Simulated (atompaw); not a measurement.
**Before and after: PAW (atompaw) potential for Hf (Z = 72)**

atompaw 4.2.0.5 input, output lines left out:

```
Hf 72
LDA-PW scalarrelativistic loggrid 2001 logderivrange -7 5 301
6 6 5 4 0 0
6 0 1
6 1 1
5 2 2
0 0 0
c
c
c
c
v
v
c
c
c
v
v
c
c
v
c
2
2.80 2.50 2.40 2.05
n
n
y
0.4
n
custom polynom vanderbiltortho sinc
3 0.5 troulliermartins
1.50
2.80
2.40
2.00
2.80
2.80
```

All-electron outer shells of the reference configuration (LDA (PW92), scalar-relativistic, ld1.x):

```csv
shell,level (eV),outermost node (bohr),outermost maximum (bohr)
4d,-207.95,0.23,0.47
5s,-68.66,0.55,1.01
5p,-37.19,0.60,1.16
4f,-18.52,–,0.45
6s,-6.19,1.36,2.82
5d,-4.09,0.67,1.69
6p,-2.16,1.65,3.95
```

Change: local potential troulliermartins scheme with l = 3 at 0.5 Ry, radius 2.50 bohr.

Cutoffs: the cutoffs (Ry, on a coarse ladder) from which the occupation-weighted sum of valence levels, in a spherical-Bessel basis at the reference potential, stays within 10 and 1 mRy of its value at 400 Ry; they do not see the model core or the augmentation charge, which bear on the density cutoff.

Q: What does the change do?

A: The potential gets neither clearly harder nor softer (18 Ry and 35 Ry → 18 Ry and 35 Ry); the range in which the p phases agree narrows (upper end 3.2 → 1.8); the range in which the d phases agree widens (upper end 2.5 → at the end of the scan); neither file shows a bound ghost.

| quantity | base | changed |
| --- | --- | --- |
| cutoff, loose | 18 Ry | 18 Ry |
| cutoff, tight | 35 Ry | 35 Ry |
| bound ghosts | none | none |
| s: phases at 2.81 bohr within 0.05 rad from the reference energy up to (Ry; the scan ends near 5) | 3.6 | 3.9 |
| p: phases at 2.81 bohr within 0.05 rad from the reference energy up to (Ry; the scan ends near 5) | 3.2 | 1.8 |
| d: phases at 2.81 bohr within 0.05 rad from the reference energy up to (Ry; the scan ends near 5) | 2.5 | to the end of the scan |
| lowest overlap eigenvalue by channel | s 0.29, p 0.94, d 0.90 | s 0.31, p 0.95, d 0.89 |

 The cutoffs see the waves, projectors and local potential, not the compensation charge or the core.
